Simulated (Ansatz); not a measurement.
BrFGa, SMILES `[F][Ga][Br]` radical, 3 atoms. Charge 0, multiplicity 2. Correlated methods include outer-core shells of Br, Ga, which these sets cover unevenly. Scalar relativity is left out up to krypton. Hardware: A = 2 threads of a server CPU on a shared host; B = 2 threads of an AMD EPYC 7R13 on a shared host and a share of an NVIDIA H100 80 GB. Correlated methods freeze the cores. Open-shell runs search over several starts.

(1) How many basis functions does each run have, and how long does it take in Ansatz? UKS PBE0-D4/def2-SVP energy [A]; UKS ωB97M-V/def2-QZVPP energy [A]; UHF-CCSD(T)/def2-SVP energy [A]; UHF-CCSD(T)/def2-TZVPP energy [B]; direct RPA on PBE orbitals/def2-TZVPP energy [A]; UKS LC-ωPBE/def2-TZVPP energy [A]; UKS PBE-D4/def2-TZVPP energy and forces [A]; UKS B2PLYP (frozen core)/def2-TZVPP energy [A]; UKS revPBE-D4/def2-TZVPP energy [A]; UKS PBE0-D4/def2-TZVP frequencies [A]; UKS PBE0-D4/def2-TZVP relaxation (4 steps) [A]; UHF-CCSD(T)/def2-QZVPP energy [B]. (Estimate.)

Results:

(1) The calculation gave: Other jobs shared the machine, so times are rough.

```csv
level,job,functions,wall time,peak host memory (GiB)
UKS revPBE-D4/def2-TZVPP,energy [A],127,3.2 s,0.38
UKS PBE0-D4/def2-SVP,energy [A],78,3.2 s,0.38
UKS PBE-D4/def2-TZVPP,energy and forces [A],127,3.3 s,0.38
UKS LC-ωPBE/def2-TZVPP,energy [A],127,4.8 s,0.38
UHF-CCSD(T)/def2-TZVPP,energy [B],127,5.5 s,0.79
direct RPA on PBE orbitals/def2-TZVPP,energy [A],127,6 s,0.38
UKS B2PLYP (frozen core)/def2-TZVPP,energy [A],127,7 s,0.38
UHF-CCSD(T)/def2-SVP,energy [A],78,10 s,0.38
UHF-CCSD(T)/def2-QZVPP,energy [B],235,14 s,0.84
UKS ωB97M-V/def2-QZVPP,energy [A],235,25 s,1.1
UKS PBE0-D4/def2-TZVP,relaxation (4 steps) [A],127,34 s,0.41
UKS PBE0-D4/def2-TZVP,frequencies [A],127,58 s,0.41
```

LC-ωPBE has ω = 0.4 bohr⁻¹.
